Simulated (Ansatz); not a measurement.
Cost and result up the ladder for ZnN₄O₂H₁₄ (relaxed from a model of trans-Zn(OH)2(NH3)4, whose bonding it doesn't keep) (21 atoms). The state is a singlet with charge 0. Geometry: B3LYP-D4/def2-SVP.

```xyz
21

N     0.336    1.684   -1.565
N    -0.038   -3.135    0.610
N     1.907   -1.209   -0.211
N    -1.690    2.414    0.260
O    -1.272   -0.665    0.014
O     0.839    1.477    1.407
Zn    0.415    0.267    0.011
H    -1.639   -0.749   -0.876
H     0.528    1.137    2.256
H     1.116    2.343   -1.532
H    -0.502    2.181   -1.174
H     0.160    1.452   -2.542
H    -0.677   -2.322    0.445
H    -0.150   -3.409    1.587
H    -0.390   -3.919    0.057
H     1.401   -2.082    0.085
H     2.674   -1.038    0.442
H     2.323   -1.375   -1.128
H    -2.091    1.472    0.341
H    -2.373    3.085    0.613
H    -0.877    2.390    0.901
```

Ansatz on 4 threads of Arm Neoverse V2 on a shared host. Times are rough, and most runs start from the orbitals of an earlier one. ωB97M-V/def2-TZVP serves as the yardstick here, not as an exact answer. Differences are given only for rows in sets of like size (and for xTB, whose basis is part of the method), since another set adds its own error. Binding counts from free atoms at the same level (N quartet, O triplet, Zn singlet, H doublet; other spins of the atoms weren't run), without zero-point energy or a counterpoise term.

Correlated methods freeze 15 core orbitals. In the singlet geometry the species has come apart into loosely held pieces.

Correlated methods converge slowly with the basis.

```csv
level,functions,binding energy per atom (eV),difference from ωB97M-V/def2-TZVP (eV),remarks
HF/STO-3G,62,2.14,–,HOMO above zero
r2SCANh-D4/def2-TZVP,318,3.24,-0.06,–
PBE0-D4/def2-TZVP,318,3.26,-0.04,–
BLYP-D4/def2-TZVP,318,3.31,0.01,–
PBE-D4/def2-TZVP (with forces),318,3.34,0.04,–
MP2/def2-TZVP,318,3.17,-0.13,–
PBE0-D4/def2-SVP,185,3.27,–,–
r2SCAN-D4/def2-TZVP,318,3.27,-0.03,–
ωB97M-V/def2-TZVP,318,3.30,0.00,–
PBE-D4/def2-SVP,185,3.36,–,–
```

(1) Estimate how long each takes.

Results:

(1) HF/STO-3G 0.6 s; PBE-D4/def2-SVP 2.5 s; PBE0-D4/def2-SVP 3.9 s; BLYP-D4/def2-TZVP 4.1 s; PBE-D4/def2-TZVP (with forces) 4.9 s; r2SCAN-D4/def2-TZVP 8 s; MP2/def2-TZVP 9 s; PBE0-D4/def2-TZVP 9.5 s; r2SCANh-D4/def2-TZVP 11 s; ωB97M-V/def2-TZVP 21 s. On shared hardware such times vary by a factor of up to 3.
